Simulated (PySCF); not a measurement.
Compound: C₃H₈F₂Si.
Atom-mapped SMILES: `[F:1][CH:2]([F:3])[CH2:4][CH2:5][SiH3:6]` (hydrogens: H7 on C2; H8, H9 on C4; H10, H11 on C5; H12, H13, H14 on Si6)

Geometry (PBE0-D3(BJ)/def2-SVP, Å), atoms numbered from 1 in this order:
```
atom  x, y, z in Å
F1    -2.782   -0.611   -0.675
C2    -1.651    0.079   -0.413
F3    -1.034    0.314   -1.602
C4    -0.749   -0.725    0.484
C5     0.539   -0.010    0.880
Si6    1.748    0.481   -0.500
H7    -1.935    1.058    0.013
H8    -0.536   -1.668   -0.046
H9    -1.337   -0.990    1.379
H10    1.109   -0.663    1.562
H11    0.311    0.897    1.468
H12    1.314    1.701   -1.240
H13    1.933   -0.650   -1.460
H14    3.067    0.777    0.144
```

Level of theory: PySCF 2.14.0, PBE0-D3(BJ)/def2-SVP geometry optimisation, gas phase.

Take the most abundant isotopes and a rigid rotor. The values belong to one conformer with, in the numbering `[F:1][CH:2]([F:3])[CH2:4][CH2:5][SiH3:6]`, F1–C2–C4–C5 -178°, C2–C4–C5–Si6 -62°.

What are A, B and C (cm⁻¹)?

Ia = 88.10, Ib = 329.27, Ic = 393.00 u·Å²; 505379 MHz·u·Å²/I gives 5736, 1535 and 1286 MHz, that is A = 0.19134, B = 0.05120, C = 0.04289 cm⁻¹.

What kind of rotor is it?

An asymmetric top. Ray's parameter κ = (2B − A − C)/(A − C) = -0.888; −1 is the prolate and +1 the oblate limit.

What does the inertial defect say?

Not planar: Δ = Ic − Ia − Ib = -24.36 u·Å². For a rigid frame Δ = −2 Σ m c², so Σ m c² = 12.18 u·Å² lies off the ab plane: 8.78 from hydrogen and 3.40 from heavier atoms. The atom farthest from that plane is 1.47 Å away.

Give the other two planar moments, Paa and Pbb, and the rms extents of the mass along the axes.

Paa = Σ m a² = (Ib + Ic − Ia)/2 = 317.08 and Pbb = Σ m b² = (Ia + Ic − Ib)/2 = 75.92 u·Å². With the mass M = 110.04 u, the rms extents √(P/M) along a, b and c are 1.70, 0.83, 0.33 Å.

Where do the levels up to J = 4 lie, in MHz?

Above 0(0,0):
J = 1: 1(0,1) 2821, 1(1,1) 7022, 1(1,0) 7271
J = 2: 2(0,2) 8452, 2(1,2) 12415, 2(1,1) 13162, 2(2,1) 25766, 2(2,0) 25776
J = 3: 3(0,3) 16871, 3(1,3) 20497, 3(1,2) 21991, 3(2,2) 34228, 3(2,1) 34282, 3(3,1) 55864, 3(3,0) 55864
J = 4: 4(0,4) 28048, 4(1,4) 31262, 4(1,3) 33749, 4(2,3) 45503, 4(2,2) 45663, 4(3,2) 67168, 4(3,1) 67170, 4(4,1) 97430, 4(4,0) 97430

Predict some low-J microwave lines.

The dipole components are |μa| = 0.47 D, |μb| = 1.98 D, |μc| = 0.84 D. Intensities carry the squares of the components, which stand as 0.06 : 1.00 : 0.18 (a : b : c). Some of the stronger lines:

```json
{"type": "b", "branch": "R", "J(Ka,Kc)": "2(0,2) ← 1(1,1)", "MHz": "1429", "lower level (cm⁻¹)": "0.234"}
{"type": "c", "branch": "Q", "J(Ka,Kc)": "3(1,3) ← 3(0,3)", "MHz": "3626", "lower level (cm⁻¹)": "0.563"}
{"type": "c", "branch": "Q", "J(Ka,Kc)": "2(1,2) ← 2(0,2)", "MHz": "3963", "lower level (cm⁻¹)": "0.282"}
{"type": "c", "branch": "R", "J(Ka,Kc)": "2(1,1) ← 1(0,1)", "MHz": "10341", "lower level (cm⁻¹)": "0.094"}
{"type": "b", "branch": "Q", "J(Ka,Kc)": "3(2,1) ← 3(1,2)", "MHz": "12291", "lower level (cm⁻¹)": "0.734"}
{"type": "b", "branch": "Q", "J(Ka,Kc)": "4(2,3) ← 4(1,4)", "MHz": "14241", "lower level (cm⁻¹)": "1.043"}
{"type": "b", "branch": "R", "J(Ka,Kc)": "4(1,4) ← 3(0,3)", "MHz": "14391", "lower level (cm⁻¹)": "0.563"}
{"type": "c", "branch": "R", "J(Ka,Kc)": "2(2,1) ← 1(1,1)", "MHz": "18744", "lower level (cm⁻¹)": "0.234"}
{"type": "c", "branch": "Q", "J(Ka,Kc)": "3(3,1) ← 3(2,1)", "MHz": "21582", "lower level (cm⁻¹)": "1.144"}
{"type": "b", "branch": "Q", "J(Ka,Kc)": "4(3,2) ← 4(2,3)", "MHz": "21665", "lower level (cm⁻¹)": "1.518"}
{"type": "c", "branch": "R", "J(Ka,Kc)": "3(2,2) ← 2(1,2)", "MHz": "21813", "lower level (cm⁻¹)": "0.414"}
{"type": "b", "branch": "R", "J(Ka,Kc)": "3(2,1) ← 2(1,2)", "MHz": "21867", "lower level (cm⁻¹)": "0.414"}
{"type": "c", "branch": "R", "J(Ka,Kc)": "4(2,2) ← 3(1,2)", "MHz": "23672", "lower level (cm⁻¹)": "0.734"}
{"type": "b", "branch": "R", "J(Ka,Kc)": "3(3,0) ← 2(2,1)", "MHz": "30098", "lower level (cm⁻¹)": "0.859"}
{"type": "c", "branch": "Q", "J(Ka,Kc)": "4(4,1) ← 4(3,1)", "MHz": "30260", "lower level (cm⁻¹)": "2.241"}
{"type": "c", "branch": "R", "J(Ka,Kc)": "4(3,2) ← 3(2,2)", "MHz": "32940", "lower level (cm⁻¹)": "1.142"}
{"type": "b", "branch": "R", "J(Ka,Kc)": "4(3,1) ← 3(2,2)", "MHz": "32942", "lower level (cm⁻¹)": "1.142"}
```

No frequency check. Zero-point vibration and centrifugal distortion are left out. A rigid rotor knows nothing of internal rotation, which can split or shift real lines.

Hardware: one thread, Arm Neoverse V1 (aarch64), shared host. Cost: 53 s, 0.51 GiB resident at most. These figures are those of the optimisation.
